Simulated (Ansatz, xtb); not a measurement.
HNOSn: which of two structures lies lower

Structure X: `O[N]=[Sn]`, a singlet. Structure Y: a triplet given by its coordinates. Both are isolated molecules in the gas phase, relaxed with PBE0-D3(BJ)/def2-SVP; the shapes shown needn't be the lowest conformers.

X (Å):

```xyz
4

N    -2.8442   -0.4539    0.2760
O    -2.4593   -0.9450   -0.8921
Sn   -3.4851   -0.0189    1.9879
H    -2.0464   -0.2156   -1.3796
```

Y (Å):

```yaml
atoms:
  - { symbol: N, position_ang: [-2.8617, -0.9196, 0.1216] }
  - { symbol: O, position_ang: [-2.4686, -0.1691, -0.8670] }
  - { symbol: Sn, position_ang: [-2.4470, 1.0519, 1.0277] }
  - { symbol: H, position_ang: [-3.2348, -1.8274, -0.1795] }
```

Close contacts (Å): N1–O2 1.30, N1–Sn3 2.21, O2–Sn3 2.25, N1–H4 1.03.

**Question.** Estimate E(Y) − E(X) at the level CCSD(T)/def2-TZVPP.

**Answer.** Calculated at CCSD(T)/def2-TZVPP: E(Y) − E(X) = +7.7 kcal/mol, so structure X lies lower.

The same difference at several levels:

| level | geometry | E(Y) − E(X) (kcal/mol) | departure from the last row (kcal/mol) | job, with rough time for the two |
| --- | --- | --- | --- | --- |
| HF/STO-3G | GFN2-xTB | −8.1 | −15.8 | single point, 1.3 s |
| r2SCAN-D4/def2-SVP | GFN2-xTB | −4.0 | −11.7 | single point, 2 s |
| PBE0-D3(BJ)/def2-SVP | PBE0-D3(BJ)/def2-SVP | −3.6 | −11.3 | optimisation, 27 s |
| HF/def2-TZVPP | PBE0-D3(BJ)/def2-SVP | −30.0 | −37.7 | part of the CCSD(T) run |
| MP2/def2-TZVPP | PBE0-D3(BJ)/def2-SVP | +16.5 | +8.8 | part of the CCSD(T) run |
| CCSD(T)/def2-TZVPP | PBE0-D3(BJ)/def2-SVP | +7.7 |  | single point, 67 s |

HF/STO-3G, r2SCAN-D4/def2-SVP, PBE0-D3(BJ)/def2-SVP, HF/def2-TZVPP put the two in the other order. The largest departure from CCSD(T)/def2-TZVPP is that of HF/def2-TZVPP, 37.7 kcal/mol. At CCSD(T)/def2-TZVPP a singlet with the links of Y lies below this triplet.

With harmonic frequencies from PBE0-D3(BJ)/def2-SVP (ideal gas, rigid rotor, one conformer each, 400 K, 1 atm): the zero-point term adds −0.5 kcal/mol; ΔH is +7.2 and ΔG +5.4 kcal/mol.

The T1 diagnostic of structure X is large, so the coupled-cluster value is less sure. Open shells are spin-unrestricted. The correlated steps freeze 6 core orbitals; the filled d shell of Sn is correlated, in a basis made for valence electrons. Atoms past krypton carry core potentials in the def2 sets, other sets are all-electron and non-relativistic, and no spin–orbit term is included. ΔG holds the spin degeneracy. Mirror images aren't counted in ΔG. Run with Ansatz 0.2.0, xtb 6.7.1; the last row on 1 thread of Intel(R) Xeon(R) 6975P-C (Granite Rapids) on a shared host.
